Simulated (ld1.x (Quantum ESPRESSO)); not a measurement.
# Cutoff test, Be (Z = 4), TM semilocal

* Element: beryllium (Be)
* Generator: ld1.x (Quantum ESPRESSO) 7.5
* Type: norm-conserving Troullier–Martins (semilocal form)
* Functional: LDA (PZ)
* Relativity: scalar-relativistic
* Frozen core: [He]
* Valence charge: 2
* Reference configuration: 2s2 2p0
* Partial waves: 2s (bound): rc 1.80 bohr; 2p (bound, empty): rc 4.20 bohr
* Local potential: the p channel
* Core correction: none

The pseudo-atom Hamiltonian at the reference potential is diagonalised in spherical Bessel functions j_l(qr) that vanish at 20 bohr, with q² up to the cutoff. All-electron valence levels (Ry): 2s -0.4121, 2p -0.1547.

Task: How do the lowest levels (Ry) of each channel move with the cutoff, and are there ghosts?

Result:

| cutoff (Ry) | s #1 | s #2 | p #1 | Σ f·Δε (mRy) |
| --- | --- | --- | --- | --- |
| 8 | -0.4042 | 0.0060 | -0.1546 | 15.7 |
| 10 | -0.4084 | 0.0056 | -0.1547 | 7.3 |
| 12 | -0.4105 | 0.0054 | -0.1547 | 3.1 |
| 15 | -0.4113 | 0.0053 | -0.1547 | 1.6 |
| 18 | -0.4115 | 0.0053 | -0.1547 | 1.2 |
| 21 | -0.4115 | 0.0053 | -0.1547 | 1.2 |
| 25 | -0.4116 | 0.0053 | -0.1547 | 1.0 |
| 30 | -0.4118 | 0.0053 | -0.1547 | 0.6 |
| 35 | -0.4120 | 0.0052 | -0.1547 | 0.2 |
| 40 | -0.4120 | 0.0052 | -0.1547 | 0.1 |
| 400 | -0.4121 | 0.0052 | -0.1547 | 0.0 |

Result: no extra level below or beside the all-electron valence levels (s, p tested); the semilocal form is local in each channel, so this says nothing of the separable form that plane-wave codes build from it; 10 mRy is reached at 10 Ry and 1 mRy at 30 Ry.
